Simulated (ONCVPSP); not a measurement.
**u(r) = r·R(r): atom against pseudo-atom (osmium)**

Columns: radius, all-electron u(r) and pseudo u(r) of the 5d shell (level -14.21 eV) of osmium in the configuration [Kr] 4d10 4f14 5s2 5p6 5d6 6s1; PW91, scalar-relativistic, ONCV scheme, ONCVPSP 4.0.1.

```tsv
r (bohr)	all-electron	pseudo
0.098	0.2440	0.0017
0.195	0.0335	0.0131
0.292	-0.2918	0.0419
0.390	-0.3728	0.0935
0.488	-0.2486	0.1680
0.585	-0.0378	0.2608
0.682	0.1847	0.3656
0.780	0.3834	0.4750
0.878	0.5425	0.5787
0.975	0.6592	0.6679
1.072	0.7394	0.7384
1.170	0.7893	0.7877
1.268	0.8144	0.8152
1.365	0.8204	0.8228
1.463	0.8123	0.8146
1.560	0.7940	0.7952
1.658	0.7683	0.7685
1.755	0.7380	0.7380
1.852	0.7047	0.7047
1.950	0.6692	0.6692
2.047	0.6334	0.6334
2.145	0.5972	0.5972
2.242	0.5618	0.5618
2.340	0.5270	0.5270
2.438	0.4933	0.4933
2.535	0.4612	0.4612
```

How many radial nodes do the two functions have?

The all-electron 5d function has n − l − 1 = 2; the pseudo-wave has 0, since the states of the same l below it are removed with the core.

At about which radius was the pseudo-wave matched?

1.75 bohr, where the columns begin to agree (steps of 0.10 bohr).

Where does each function peak?

Outermost all-electron maximum near 1.36 bohr, pseudo maximum near 1.36 bohr (to the table’s step).

Is the pseudo-wave norm-conserving?

Yes: the ONCV scheme keeps the norm inside the radius equal to the all-electron one, which fixes the energy derivative of the logarithmic derivative at the level.
